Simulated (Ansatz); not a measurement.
Computed with Ansatz on PBE0-D4/def2-TZVP structures; ΔE is electronic, products minus reactants. CCSD(T)/CBS adds triple-zeta CCSD(T) − MP2 to the extrapolated MP2 energy (def2 sets, frozen cores). This one scheme is used for every species. Functionals use def2-TZVPP. For Se outer-core shells are correlated without core-valence functions, which leaves a few kJ/mol of doubt a bond. Scalar relativity is left out up to krypton. One conformer a species, not always the lowest.

Consider the cleavage of the Si–Al bond: `[OH][AlH][SiH2][SeH]` + PH₃ → `P[SiH2][SeH]` + `[OH][AlH2]`.

```csv
level,ΔE (kcal/mol)
CAM-B3LYP-D4,-2.8
LC-ωPBE,-2.7
CCSD/def2-SVP,-1.0
SCS-MP2/def2-TZVPP,-3.9
```

(1) What does CCSD(T)/CBS give? (An estimate is asked.)

Largest T1 diagnostic among the species: 0.013.

Results:

(1) The calculation gave: -3.1 kcal/mol. The listed levels differ from it by 0.3, 0.4, 2.1, -0.8 kcal/mol.

At CCSD(T), def2-SVP lies +2.1 kcal/mol from the extrapolated value and def2-TZVPP +0.7 kcal/mol. Leaving LDA and LC-ωPBE aside and taking each functional with its dispersion term where it has one, the values, not all of them listed here, spread over 3.7 kcal/mol, from B97M-V to PBE-D4.
